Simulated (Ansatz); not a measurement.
Reaction (formal exchange of groups at the Si–C bond): `C/C([SiH3])=C\N` + `CCNCF` → `FCNC[SiH3]` + `CC(C)=CN`

Computed with Ansatz on PBE0-D4/def2-TZVP structures; ΔE is electronic, products minus reactants. CCSD(T)/CBS adds triple-zeta CCSD(T) − MP2 to the extrapolated MP2 energy (def2 sets, frozen cores). DFT in def2-TZVPP. Each species was taken in one conformer, which may not be the lowest.

```json
{"level": "PBE-D4", "ΔE (kJ/mol)": "20.4", "difference from CCSD(T)/CBS": "-0.3"}
{"level": "PBE0-D4", "ΔE (kJ/mol)": "21.1", "difference from CCSD(T)/CBS": "0.4"}
{"level": "B2PLYP", "ΔE (kJ/mol)": "20.6", "difference from CCSD(T)/CBS": "-0.1"}
{"level": "PBE", "ΔE (kJ/mol)": "18.7", "difference from CCSD(T)/CBS": "-2.0"}
{"level": "SCS-MP2/def2-TZVPP", "ΔE (kJ/mol)": "21.3", "difference from CCSD(T)/CBS": "0.6"}
{"level": "CCSD/def2-TZVPP", "ΔE (kJ/mol)": "19.2", "difference from CCSD(T)/CBS": "-1.5"}
{"level": "HF/def2-QZVPP", "ΔE (kJ/mol)": "20.7", "difference from CCSD(T)/CBS": "0.0"}
{"level": "HF/CBS(def2)", "ΔE (kJ/mol)": "20.7", "difference from CCSD(T)/CBS": "0.0"}
{"level": "MP2/CBS(def2)", "ΔE (kJ/mol)": "23.2", "difference from CCSD(T)/CBS": "2.5"}
{"level": "CCSD/CBS(def2)", "ΔE (kJ/mol)": "20.0", "difference from CCSD(T)/CBS": "-0.7"}
{"level": "CCSD(T)/CBS", "ΔE (kJ/mol)": "20.7", "difference from CCSD(T)/CBS": "0"}
```

Largest T1 diagnostic among the species: 0.012.
